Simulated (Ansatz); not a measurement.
Start from `[CH3][GeH2][SeH]` and change one atom or group to get `[GeH3][SeH]`.

Ansatz, PBE0-D4/def2-TZVP geometries, multiplicity 1. Each molecule was computed in one conformer, which needn't be the lowest.

Scalar relativity is left out up to krypton.

```tsv
property	`[CH3][GeH2][SeH]`
HOMO–LUMO gap (PBE0/def2-TZVPP) / eV	6.81
ideal-gas entropy at 298 K and 1 bar (rigid rotor, harmonic PBE0-D4/def2-TZVP) / J/(mol·K)	340
LUMO energy (PBE0/def2-TZVPP) / eV	0.01
LUMO energy (ωB97M-V/def2-TZVPP) / eV	1.84
HOMO energy (B3LYP/def2-TZVPP) / eV	-6.56
HOMO energy (PBE0/def2-TZVPP) / eV	-6.80
```

Problem. What does the change do to each property? (Best estimate.)

Solution. Ansatz gave: 
```tsv
property	`[GeH3][SeH]`	shift
HOMO–LUMO gap (PBE0/def2-TZVPP) / eV	6.63	-0.18
ideal-gas entropy at 298 K and 1 bar (rigid rotor, harmonic PBE0-D4/def2-TZVP) / J/(mol·K)	301	-39
LUMO energy (PBE0/def2-TZVPP) / eV	-0.33	-0.34
LUMO energy (ωB97M-V/def2-TZVPP) / eV	1.50	-0.34
HOMO energy (B3LYP/def2-TZVPP) / eV	-6.72	-0.16
HOMO energy (PBE0/def2-TZVPP) / eV	-6.96	-0.16
```

With PBE0 the HOMO falls by 0.16 eV and the LUMO falls by 0.34 eV, so the gap narrows by about 0.18 eV. PBE moves the HOMO by -0.15 eV and ωB97M-V by -0.15 eV. The zero-point energy changes by -76.9 kJ/mol with -9 modes.

B3LYP here is the variant with VWN-RPA as its local correlation; programs differ in this.

Spin–orbit coupling is left out; it splits and shifts lone-pair levels of the heavy atoms by tenths of an eV.
